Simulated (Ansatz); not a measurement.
Isolated molecules relaxed with PBE0-D4/def2-TZVP in Ansatz; ΔE leaves out vibrations. CBS: MP2 limit from def2 TZ/QZ plus the TZ coupled-cluster correction, frozen cores. This one scheme is used for every species. Functionals use def2-TZVPP. HSE06 is defined as in plane-wave codes. For Se outer-core shells are correlated without core-valence functions, which leaves a few kJ/mol of doubt a bond. Scalar relativity is left out up to krypton. Each species was taken in one conformer, which may not be the lowest.

Consider the ligand exchange at a B–O bond: `NB(O)F` + H₂Se → `NB(F)[SeH]` + H₂O.

| level | ΔE (kJ/mol) |
| --- | --- |
| CAM-B3LYP-D4 | 71.6 |
| BLYP | 67.8 |
| HSE06 | 60.9 |
| BHLYP | 75.8 |
| MP2/def2-SVP | 77.8 |
| CCSD(T)/def2-TZVPP | 62.4 |
| MP2/def2-QZVPP | 53.9 |
| HF/CBS(def2) | 84.4 |

(1) What does CCSD(T)/CBS give? (Estimate.)

Largest T1 diagnostic among the species: 0.011.

Answers

(1) Computed: +57.7 kJ/mol. The listed levels differ from it by 13.9, 10.1, 3.2, 18.1, 20.1, 4.7, -3.8, 26.7 kJ/mol.

At CCSD(T), def2-SVP lies +24.1 kJ/mol from the extrapolated value and def2-TZVPP +4.7 kJ/mol. Leaving LDA and LC-ωPBE aside and taking each functional with its dispersion term where it has one, the values, not all of them listed here, spread over 19.8 kJ/mol, from revPBE-D4 to CAM-B3LYP-D4. LDA lies +6.1 kJ/mol from PBE without D4.
